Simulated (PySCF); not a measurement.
PySCF job for S4, SMILES S=[S][S]=S (connectivity only; charge and spin as stated), neutral, multiplicity 1, B3LYP/pcSseg-2. Geometry optimised at ωB97X-D3(BJ)/def2-SVP. One conformer was computed; it need not be the lowest.

```python
import numpy as np
from pyscf import gto, scf, dft
from pyscf.prop.nmr import rks as nmr

mol = gto.M(
    atom='''
    S     0.00000000   -1.04479115   -0.92261379
    S     0.00000000    1.04479115   -0.92261380
    S     0.00000000    1.51405531    0.92261379
    S     0.00000000   -1.51405530    0.92261380
    ''',
    basis='pcSseg-2',
    charge=0,
    spin=0,
    max_memory=1600,
    verbose=3,
)
mf = dft.RKS(mol, xc='b3lyp').density_fit(auxbasis='def2-universal-jkfit')
mf.grids.level = 3
mf.conv_tol = 1e-10
mf.max_cycle = 100
mf.kernel()
n = nmr.NMR(mf)
n.verbose = 2
n.max_cycle_cphf = 60
sigma = n.kernel()
print('atom   isotropic/ppm   span/ppm')
for i, s in enumerate(sigma):
    w = np.linalg.eigvalsh((s + s.T) / 2)
    print(f'{mol.atom_symbol(i):2s}{i + 1:3d} {w.mean():14.3f} {w[2] - w[0]:11.3f}')
```

Output:

```
converged SCF energy = -1592.90597169393
atom   isotropic/ppm   span/ppm
S   1       -660.493    2057.076
S   2       -660.467    2056.961
S   3       -703.900    3329.109
S   4       -703.812    3328.723
```

The calculation finished and met its thresholds.
